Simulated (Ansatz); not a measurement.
Two structures of SnSiH$_{8}$O, closed shell, reached by relaxing down either side of one saddle point (PBE0-D4/def2-TZVP). Energies are electronic, without zero-point energy. Ansatz 0.2.0; basis: def2-TZVPP and def2-QZVPP; cores frozen in the correlated methods. Filled d shells of the heavier atoms are correlated. Core potentials replace the inner electrons of the atoms past krypton. The def2 sets are not built for correlating such inner shells, so the correlated values are less sure here. Extrapolation: Hartree–Fock as exp(−7.88 √X), correlation as X^−2.97. First:

Sn1  (-1.317, -0.856, -0.269)
Si2  (-0.294, 1.455, 0.129)
H3  (-1.019, -1.898, 1.048)
H4  (-3.020, -0.738, -0.446)
H5  (-0.711, -1.563, -1.698)
H6  (2.482, -0.525, -0.507)
O7  (1.861, -0.903, 0.121)
H8  (0.387, 1.508, 1.451)
H9  (0.702, 1.780, -0.928)
H10  (-1.333, 2.522, 0.114)
H11  (2.261, -0.782, 0.985)
(Å)

Second:

```tsv
atom	x (Å)	y (Å)	z (Å)
Sn1	-0.5878	-1.8124	-0.1720
Si2	0.1653	2.2594	-0.0192
H3	-1.2788	-3.3473	0.1252
H4	-1.1770	-0.6578	0.9440
H5	-0.7604	-1.3097	-1.7845
H6	1.1223	1.1319	-0.1541
O7	1.3639	-1.9575	0.0493
H8	-0.2317	2.4081	1.4040
H9	0.8003	3.5164	-0.4905
H10	-1.0429	1.9812	-0.8380
H11	1.6270	-2.2123	0.9359
```

(1) Which bonds change from the first to the second?

(2) Give the saddle point's structure and its height above each. (Judge from chemistry; the value comes from the calculation.)

The T1 diagnostic stays at or below 0.015.

## Answers

(1) SnSiH₆ ([SiH3][SnH3]) + H₂O → SnH₄O ([OH][SnH3]) + SiH₄; bonds formed: Sn1–O7, Si2–H6; bonds broken: Sn1–Si2, H6–O7.

(2) By the calculation: 191.1 kJ/mol above the first and 169.4 kJ/mol above the second (CCSD(T) at an estimated basis limit (MP2 extrapolated from triple and quadruple zeta, plus CCSD(T) − MP2 in triple zeta)).
Sn1  (-0.743, -1.332, -0.223)
Si2  (0.141, 1.715, 0.005)
H3  (-0.612, -3.018, 0.058)
H4  (-1.776, -0.660, 0.948)
H5  (-1.080, -1.010, -1.850)
H6  (1.123, 0.025, 0.124)
O7  (1.362, -1.092, 0.068)
H8  (-0.127, 2.257, 1.376)
H9  (1.101, 2.665, -0.639)
H10  (-1.150, 1.907, -0.737)
H11  (1.761, -1.457, 0.871)
(Å)

Labels in which every atom is bracketed show which atoms are joined, not bond orders.

For scale, one of the runs: CCSD(T)/def2-TZVPP, 235 basis functions, launched by `ansatz run in.yaml --threads 4 --pin off --events-out ev --progress --plain --max-ram 9574MiB`. The run took 2.3 min on 4 CPU threads of an Arm Neoverse V1 (shared host), with 4.5 GiB of host memory at its peak.
